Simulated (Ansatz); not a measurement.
Relaxation of CH6InNO (10 atoms, charge 0, multiplicity 1), to a largest force component of 0.02 eV/Å in at most 50 steps.

These are results of Ansatz, UKS PBE0/def2-SVP, not measurements.

```xyz
10
Properties=species:S:1:pos:R:3
N -1.282 -0.195 -0.090
C -0.188 -1.039 0.062
O 0.919 -0.463 -0.529
In 1.337 1.125 0.318
H -1.464 0.015 -1.142
H -1.099 0.785 0.338
H -1.782 -1.042 0.250
H 0.039 -1.193 1.137
H 1.232 1.344 1.862
H 0.957 1.578 -1.532
```

Question: Where does it end, and by what steps?

Answer: The forces met the threshold. After 38 steps the energy has fallen by 6.671 eV; H6 moved furthest, 2.52 Å. Parted: N1–H6 (1.09 → 4.46 Å). Joined: In4–H6 (2.46 → 1.73 Å).

```json
{"step": "0", "energy less start (eV)": "0.0000", "largest force component (eV/Å)": "4.819", "accepted": "yes"}
{"step": "2", "energy less start (eV)": "-2.3465", "largest force component (eV/Å)": "2.058", "accepted": "yes"}
{"step": "4", "energy less start (eV)": "-3.4207", "largest force component (eV/Å)": "0.530", "accepted": "yes"}
{"step": "6", "energy less start (eV)": "-3.6327", "largest force component (eV/Å)": "0.582", "accepted": "yes"}
{"step": "8", "energy less start (eV)": "-3.6674", "largest force component (eV/Å)": "0.214", "accepted": "yes"}
{"step": "10", "energy less start (eV)": "-3.6869", "largest force component (eV/Å)": "0.324", "accepted": "yes"}
{"step": "12", "energy less start (eV)": "-3.7352", "largest force component (eV/Å)": "0.921", "accepted": "yes"}
{"step": "14", "energy less start (eV)": "-4.2848", "largest force component (eV/Å)": "2.397", "accepted": "yes"}
{"step": "16", "energy less start (eV)": "-5.6729", "largest force component (eV/Å)": "1.443", "accepted": "yes"}
{"step": "18", "energy less start (eV)": "-6.3129", "largest force component (eV/Å)": "0.850", "accepted": "yes"}
{"step": "20", "energy less start (eV)": "-6.5343", "largest force component (eV/Å)": "0.269", "accepted": "yes"}
{"step": "22", "energy less start (eV)": "-6.5946", "largest force component (eV/Å)": "0.828", "accepted": "yes"}
{"step": "24", "energy less start (eV)": "-6.6133", "largest force component (eV/Å)": "0.361", "accepted": "yes"}
{"step": "26", "energy less start (eV)": "-6.6354", "largest force component (eV/Å)": "0.259", "accepted": "yes"}
{"step": "28", "energy less start (eV)": "-6.6488", "largest force component (eV/Å)": "0.343", "accepted": "yes"}
{"step": "30", "energy less start (eV)": "-6.6624", "largest force component (eV/Å)": "0.228", "accepted": "yes"}
{"step": "32", "energy less start (eV)": "-6.6678", "largest force component (eV/Å)": "0.117", "accepted": "yes"}
{"step": "34", "energy less start (eV)": "-6.6704", "largest force component (eV/Å)": "0.098", "accepted": "yes"}
{"step": "36", "energy less start (eV)": "-6.6709", "largest force component (eV/Å)": "0.060", "accepted": "yes"}
{"step": "38", "energy less start (eV)": "-6.6711", "largest force component (eV/Å)": "0.015", "accepted": "yes"}
```

```xyz
10
Properties=species:S:1:pos:R:3
N -1.025 -0.959 -0.779
C -0.476 -1.237 0.400
O 0.206 -0.462 1.067
In 0.763 1.740 0.498
H -0.872 -0.025 -1.174
H -0.050 2.544 1.799
H -1.576 -1.645 -1.276
H -0.673 -2.261 0.778
H 2.482 1.546 0.408
H -0.110 1.675 -1.047
```

Run time: 81 s on 2 threads of AMD EPYC 9R45 96-Core Processor (Zen 5) (shared host), peak memory 0.34 GiB.
